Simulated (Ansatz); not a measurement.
Geometry optimisation, RKS B3LYP/cc-pVDZ in Ansatz 0.2.0.

input.yaml

```yaml
crystal:
  periodic: [false, false, false]
  atoms:
    - { symbol: Si, position_ang: [-0.694679, -1.001284, -0.409695] }
    - { symbol: H, position_ang: [1.090766, -0.02491, 1.407688] }
    - { symbol: H, position_ang: [-1.660361, -1.710528, -1.291707] }
    - { symbol: H, position_ang: [0.043606, -1.904661, 0.504162] }
    - { symbol: "N", position_ang: [-1.579186, 0.185121, 0.468039] }
    - { symbol: H, position_ang: [1.947361, 1.136016, -1.013512] }
    - { symbol: F, position_ang: [0.455047, -0.377364, -1.461054] }
    - { symbol: H, position_ang: [1.474966, 0.486967, 1.115099] }
    - { symbol: F, position_ang: [2.349437, 1.732638, -0.449744] }
    - { symbol: H, position_ang: [-1.10997, 0.783629, 1.142874] }
    - { symbol: H, position_ang: [-2.316987, 0.694276, -0.012151] }
basis:
  gaussian: { orbitals: cc-pVDZ }
hamiltonian:
  xc: b3lyp
relax:
  f_tol: 0.03
  max_steps: 50
```

Run as:

```bash
$ ansatz run input.yaml --threads 2 --pin off --max-ram 3072MiB --backend cpu --events-out ev --progress --plain --runs-dir out
```

Where does it end, and by what steps?

The run converged. After 27 steps the energy has fallen by 0.347 eV; H2 moved furthest, 2.11 Å.

```tsv
step	energy less start (eV)	largest force component (eV/Å)	accepted
0	0.0000	1.760	yes
1	-0.1562	0.358	yes
2	-0.2309	0.273	yes
3	-0.2589	0.424	yes
4	-0.2811	0.220	yes
5	-0.2880	0.284	yes
6	-0.2990	0.175	yes
7	-0.3072	0.141	yes
8	-0.3124	0.278	yes
9	-0.3174	0.182	yes
10	-0.3246	0.162	yes
11	-0.3260	0.316	yes
12	-0.3291	0.152	yes
13	-0.3310	0.045	yes
14	-0.3343	0.138	yes
15	-0.3354	0.303	yes
16	-0.3380	0.167	yes
17	-0.3381	0.059	yes
18	-0.3410	0.059	yes
19	-0.3422	0.096	yes
20	-0.3431	0.135	yes
21	-0.3442	0.110	yes
22	-0.3452	0.107	yes
23	-0.3459	0.073	yes
24	-0.3464	0.047	yes
25	-0.3468	0.041	yes
26	-0.3470	0.031	yes
27	-0.3471	0.019	yes
```

```xyz
11
Properties=species:S:1:pos:R:3
Si -0.813 -0.988 -0.618
H 3.058 0.095 2.161
H -1.507 -1.847 -1.612
H -0.320 -1.698 0.586
N -1.836 0.324 -0.181
H 1.090 0.874 -0.453
F 0.599 -0.462 -1.393
H 2.547 0.458 1.726
F 0.993 1.443 0.295
H -1.408 1.047 0.399
H -2.402 0.753 -0.910
```

Whether the end is a true minimum wasn't checked by a vibrational analysis.

Run time: 39 s on 2 threads of AMD EPYC 9R14 (Zen 4), with other jobs on the host, peak memory 0.22 GiB.
